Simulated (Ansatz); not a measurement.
`[NH]1[SiH2][NH][GeH2]1`. Charge 0, multiplicity 1.

```xyz
10

N    -0.623    0.821   -0.665
Si   -0.974   -0.798   -0.160
N     0.552   -0.878    0.654
Ge    1.028    0.842    0.169
H    -0.879    1.294   -1.513
H    -1.164   -1.760   -1.285
H    -2.153   -0.957    0.740
H     0.800   -1.360    1.499
H     1.170    1.842    1.336
H     2.244    0.954   -0.775
```

Task: List the harmonic frequencies (cm⁻¹, unscaled) at PBE0-D4/def2-TZVP in Ansatz. (Estimate.)

Result: Ansatz gave: 170, 308, 333, 452, 550, 578, 595, 606, 681, 705, 756, 819, 877, 908, 933, 1021, 1044, 1063, 2117, 2130, 2176, 2195, 3686, 3691.

Task: Is this a minimum?

Result: Yes, all 24 modes are real.

Task: Give the ideal-gas thermochemistry at 298.15 K and 1 bar (rigid rotor, harmonic oscillator; point group C2, symmetry number 2).

Result: Zero-point energy 169.8 kJ/mol; H(298) − E = 187.6 kJ/mol; entropy 313.2 J/(mol·K), of which translation 170.0, rotation 103.5, vibration 39.7; G(298) − E = 94.2 kJ/mol.

Task: And at 400, 500, 600, 800 and 1000 K?

Result: 
```
T (K)  H − E (kJ/mol)  S (J/mol/K)  G − E (kJ/mol)
  400           199.3        346.6            60.6
  500           212.8        376.7            24.4
  600           227.8        404.0           -14.6
  800           261.1        451.8          -100.4
 1000           297.5        492.4          -194.9
```
